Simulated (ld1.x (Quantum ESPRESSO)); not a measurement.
**Before and after: TM potential for tellurium (Te)**

Te (Z = 52), norm-conserving Troullier–Martins (Kleinman–Bylander form), made with ld1.x (Quantum ESPRESSO) 7.5 (PW91, non-relativistic). Core [Kr] 4d10, reference 5s1 5p5. Waves: 5s (bound): rc 1.45 bohr; 5p (bound): rc 1.80 bohr; 5d channel at 0.4 Ry: rc 1.50 bohr. Local part: all-electron potential smoothed inside 1.25 bohr (lloc = -1). Core correction: none.

All-electron outer shells of the reference configuration (PW91, non-relativistic, ld1.x):

| shell | level (eV) | outermost node (bohr) | outermost maximum (bohr) |
| --- | --- | --- | --- |
| 4p | -113.01 | 0.39 | 0.75 |
| 4d | -44.91 | 0.36 | 0.81 |
| 5s | -14.65 | 0.95 | 1.87 |
| 5p | -6.55 | 1.01 | 2.17 |

Change: local potential all-electron potential smoothed inside 0.78 bohr (lloc = -1).

Cutoffs: the cutoffs (Ry, on a coarse ladder) from which the occupation-weighted sum of valence levels, in a spherical-Bessel basis at the reference potential, stays within 10 and 1 mRy of its value at 400 Ry; they do not see the model core or the augmentation charge, which bear on the density cutoff. Errors are all-electron minus pseudo energies relative to the spin-unpolarised reference configuration.

Q: How do hardness, ghosts and transferability respond?

A: The potential gets neither clearly harder nor softer (40 Ry and 110 Ry → 40 Ry and 110 Ry); both files keep a bound ghost (d, p, s); of the 7 tests that both files solve, the error grows in 2 and shrinks in 1 by more than 15 % and 0.3 meV (median size 23.2 → 26.8 meV); the range in which the s phases agree widens (upper end 3.8 → at the end of the scan); the range in which the p phases agree narrows (upper end at the end of the scan → 0.6).

```csv
quantity,base,changed
"cutoff, loose",40 Ry,40 Ry
"cutoff, tight",110 Ry,110 Ry
loose cutoff by channel (10 mRy a level),"s 35 Ry, p 10 Ry","s 35 Ry, p 25 Ry"
bound ghosts,"s, d, p","s, d, p"
"error for 5s2 5p4, meV [ΔE -8.03 eV]",+23,+26
"error for 5s2 5p3, meV [ΔE 1.80 eV]",+26,+27
"error for 5s2 5p2, meV [ΔE 19.78 eV]",+23,+28
"error for 5s1 5p4, meV [ΔE 10.34 eV]",-3.7,+1.8
"error for 5s2 5p1, meV [ΔE 46.67 eV]",+25,+28
"error for 5s2 5p4.3, meV [ΔE -9.54 eV]",+21,+26
"error for 5s0 5p6, meV [ΔE 8.17 eV]",+58,+61
s: phases at 1.95 bohr within 0.05 rad from the reference energy up to (Ry; the scan ends near 5),3.8,to the end of the scan
p: phases at 1.95 bohr within 0.05 rad from the reference energy up to (Ry; the scan ends near 5),to the end of the scan,0.6
d: phases at 1.95 bohr within 0.05 rad from the reference energy up to (Ry; the scan ends near 5),0.9,1.7
```

 A true bound ghost makes a file unfit for plane-wave use even where its test errors are small: the radial tests pick states by their node count and pass the ghost by.
